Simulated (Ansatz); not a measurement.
`N[SiH2][SiH](N)O` + CH₄ → `C[SiH](N)[SiH2]N` + H₂O  (formal exchange of groups at the Si–O bond)

Gas-phase electronic energies from Ansatz, PBE0-D4/def2-TZVP geometries. CBS: MP2 limit from def2 TZ/QZ plus the TZ coupled-cluster correction, frozen cores. This one scheme is used for every species. DFT in def2-TZVPP. B3LYP here is the variant with VWN-RPA as its local correlation; programs differ in this. Each species was taken in one conformer, which may not be the lowest.

`N[SiH2][SiH](N)O`:

```xyz
13

N     0.023    0.215   -1.985
Si   -0.857   -0.762   -0.845
Si   -0.113   -0.123    1.296
N     0.506    1.440    0.986
O     0.996   -1.141    1.984
H     1.027    0.121   -2.021
H    -0.343    0.295   -2.922
H    -2.294   -0.416   -1.037
H    -0.742   -2.239   -1.062
H    -1.193   -0.139    2.317
H     0.705    2.131    1.690
H     0.442    1.824    0.057
H     1.844   -1.206    1.543
```

CH₄:

Cartesian coordinates in Å:
```
C 0.000 0.000 0.000
H 0.569 0.586 -0.721
H -0.314 -0.936 -0.460
H -0.878 0.563 0.314
H 0.624 -0.213 0.867
```

`C[SiH](N)[SiH2]N`:

```xyz
15

C    -1.769   -1.311   -0.231
Si    0.056   -0.952   -0.026
N     0.376   -0.607    1.641
Si    0.752    1.006   -1.129
N     1.140    2.120    0.139
H    -2.001   -1.524   -1.278
H    -2.063   -2.185    0.357
H    -2.375   -0.462    0.090
H     0.795   -2.138   -0.570
H     1.243   -0.140    1.862
H     0.155   -1.293    2.347
H    -0.305    1.469   -2.087
H     1.980    0.813   -1.951
H     0.507    2.173    0.922
H     1.509    3.031   -0.085
```

H₂O:

Cartesian coordinates in Å:
```
O -0.282 0.105 -0.247
H 0.624 0.420 -0.228
H -0.342 -0.525 0.474
```

```
             level  ΔE (kcal/mol)  difference from CCSD(T)/CBS
            PBE-D4           24.0                         -0.9
         r2SCAN-D4           26.2                          1.3
           PBE0-D4           24.1                         -0.8
           ωB97M-V           25.7                          0.8
              PBE0           24.7                         -0.2
             B3LYP           27.5                          2.6
SCS-MP2/def2-TZVPP           26.2                          1.3
    MP2/def2-QZVPP           25.3                          0.4
     MP2/CBS(def2)           25.1                          0.2
    CCSD/CBS(def2)           25.3                          0.4
       CCSD(T)/CBS           24.9                            0
```

Largest T1 diagnostic among the species: 0.012.

In def2-TZVPP, CCSD(T) changes the Hartree–Fock value by −3.7 kcal/mol (the triples alone add −0.3 kcal/mol) and MP2 by −3.5 kcal/mol. The D4 term adds −1.1 kcal/mol with B3LYP and −0.6 kcal/mol with PBE0; it sums over pairs of atoms, weighted by their polarisabilities, and B3LYP, whose exchange is more repulsive, gets the larger term.
